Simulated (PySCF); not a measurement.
Numbering as in the mapped SMILES `[CH3:1][SiH2:2][CH2:3]/[CH:4]=[CH:5]/[SiH2:6][SiH3:7]`. Each H is labelled by its parent atom.

PySCF calculation with geometry from GFN2-xTB and GIAO PBE0/pcSseg-1 shieldings; non-relativistic, one averaged value for each set of equivalent atoms, gas phase, single conformer.

Referencing at the same level of theory: TMS for $^{13}$C (186.93 ppm) and $^{1}$H (31.72 ppm) and $^{29}$Si (349.16 ppm).

```json
{"atoms": "Si7", "nucleus": "$^{29}$Si", "count": "1", "δ (ppm)": "-118.4"}
{"atoms": "H(C5)", "nucleus": "$^{1}$H", "count": "1", "δ (ppm)": "5.61"}
{"atoms": "H(Si6)", "nucleus": "$^{1}$H", "count": "2", "δ (ppm)": "4.33"}
{"atoms": "C3", "nucleus": "$^{13}$C", "count": "1", "δ (ppm)": "?"}
{"atoms": "H(Si2)", "nucleus": "$^{1}$H", "count": "2", "δ (ppm)": "4.14"}
{"atoms": "Si2", "nucleus": "$^{29}$Si", "count": "1", "δ (ppm)": "?"}
{"atoms": "H(C1)", "nucleus": "$^{1}$H", "count": "3", "δ (ppm)": "0.09"}
{"atoms": "C5", "nucleus": "$^{13}$C", "count": "1", "δ (ppm)": "124.2"}
{"atoms": "H(C3)", "nucleus": "$^{1}$H", "count": "2", "δ (ppm)": "?"}
{"atoms": "H(C4)", "nucleus": "$^{1}$H", "count": "1", "δ (ppm)": "6.47"}
{"atoms": "Si6", "nucleus": "$^{29}$Si", "count": "1", "δ (ppm)": "-76.5"}
{"atoms": "H(Si7)", "nucleus": "$^{1}$H", "count": "3", "δ (ppm)": "3.41"}
{"atoms": "C4", "nucleus": "$^{13}$C", "count": "1", "δ (ppm)": "157.0"}
{"atoms": "C1", "nucleus": "$^{13}$C", "count": "1", "δ (ppm)": "?"}
```

Estimate the values marked ?.

Answers


- C3: 28.0 ppm, allylic sp3 CH2 bonded to Si
- C1: -9.0 ppm, methyl carbon bonded to Si; an electropositive neighbour leaves it electron-rich and shielded
- H(C3): 1.94 ppm, hydrogen on an allylic sp3 CH2 bonded to Si; allylic position
- Si2: -47.6 ppm, silicon bonded to 2 C, 2 H

Shifts are as computed. Against solution values, carbons near 30 ppm lie about +3 ppm off and those near 130 ppm about +5 ppm. Of 1211 compounds with measured shifts, 218 miss one by over three times the rms of a fit or turn the order of signals round; such compounds aren't used in these exercises.
